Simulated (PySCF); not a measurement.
C4H6FNO.
SMILES: `CC(=O)N/C=C/F`

Jobs on this species (13 atoms, 54 electrons) with PySCF (density fitting). Hardware of each: one thread of an Intel Xeon Platinum 8488C, shared host. Other jobs ran on the host; a repeat could differ by tens of per cent or more. Peak memory is the resident size of the whole Python process, interpreter and libraries included.

```csv
level and settings,work,basis functions,SCF cycles,wall time,peak memory
PBE0/pcSseg-1,"shieldings, charges and field gradients",149,?,?,?
PBE/def2-SVPD,"6 singlets by full TDDFT, 2 Tamm–Dancoff triplets, polarisability",194,?,?,?
"B97-D/MINI, level shift 0.3 Eh",shieldings,41,18,6.6 s,0.40 GiB
PBE0/def2-SVPD,"6 singlets by full TDDFT, 2 Tamm–Dancoff triplets, polarisability",194,14,23 s,0.78 GiB
```

**Question.** Fill in the missing figures.

**Answer.** 
- PBE0/pcSseg-1; shieldings, charges and field gradients: 16 s, 0.71 GiB, 14 SCF cycles
- PBE/def2-SVPD; 6 singlets by full TDDFT, 2 Tamm–Dancoff triplets, polarisability: 29 s, 0.64 GiB, 17 SCF cycles

**Question.** What do all jobs in the table cost together?

**Answer.** About 75 s; the longest takes about 39 % of that, and about 4.4 times as long as the shortest.

The pairwise dispersion term of B97-D wasn't added to the energies; at a given geometry it leaves orbitals and properties as they are.
